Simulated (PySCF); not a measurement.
**Correlation energy of Ni (nickel, neutral)**

[Ar] 3d7 4s2 4p1, one real determinant (an excited configuration). Calculation: PySCF 2.14, in aug-cc-pVDZ (7s6p4d2f, 59 functions); no relativity, point nucleus. Frozen: [Ar]; 10 electrons correlated.

MP2 pair energies summed by pair of shells (mhartree):

```csv
pair,energy,share (%)
3d-3d,-140.59,64.8
3d-4s,-37.85,17.5
4s-4s,-17.49,8.1
4s-4p,-13.84,6.4
3d-4p,-7.03,3.2
```

Total MP2 correlation energy: -216.80 mhartree.

Same-spin part -84.35 and opposite-spin part -132.45 mhartree; SCS-MP2 scales them by 1/3 and 6/5 to -187.05 mhartree.

The reference is one real determinant that mixes LS terms of this configuration.
